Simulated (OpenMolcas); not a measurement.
**Cu3+: effect of the metal basis and ligand basis**

Cu3+ with 4 ligands (chloride) in tetrahedral coordination (Td) at 2.17 Å. A charge of +0.25 e stands 3.2 Å behind each ligand.

- Program: OpenMolcas
- Method: CASSCF
- Spin-orbit coupling: RASSI with atomic mean-field integrals over the reference wave functions

Fixed: active space 8 electrons in 5 orbitals (3d), DKH2 Hamiltonian.

States (labels of Td). Energies in cm-1 above the lowest state or level, χT in cm3 K/mol; under a threefold ground state the first gap can be a small split of the lowest multiplet, not the spin-orbit step.

| Run | Metal basis | Ligand basis | Ground state | First state of that spin | First gap with spin-orbit (degeneracies) | χT at 300 K | First state of another spin | Cost |
| --- | --- | --- | --- | --- | --- | --- | --- | --- |
| A | ANO-RCC-VDZP | ANO-RCC-VDZP | 3T1 | 3T2 4395 | 372.8 (1, 3) | 1.684 | 1E 10538 | roughly 30 core-seconds |
| B | ANO-RCC-VTZP | ANO-RCC-VTZP | 3T1 | 3T2 4080 | 415.1 (1, 3) | 1.934 | 1E 14349 | roughly 2.2 core-minutes |

Against A, the first state of the same spin changes by -7.2 % in B.

Costs are those of the RASSCF and RASSI steps.

An orbital triplet at a regular site is open to Jahn-Teller coupling, which can distort the site and quench the lowest spin-orbit gaps and is left out. Without dynamic correlation the repulsion within the d shell is too large (B by tens of per cent), so at a given field states of lower spin stand too high. Ligand-to-metal charge-transfer states are missing. With no ligand orbital active B as a rule stays too high, so bands that hang on it stand too high and its fall with covalency is understated. With metal d orbitals alone and no dynamic correlation the field as a rule comes out too small, by tens of per cent, by up to half for chloride and softer ligands, and with too little covalency χT stands high. The least metal-like active orbital is 73 % on the metal (Löwdin) and no ligand orbital is active, so the numbers are rough (holds for A). The least metal-like active orbital is 82 % on the metal (Löwdin) and no ligand orbital is active, so the numbers are rough (holds for B). No measured value stands beside these numbers; the geometry is a model, was not optimised and need not be the one that this ion takes.
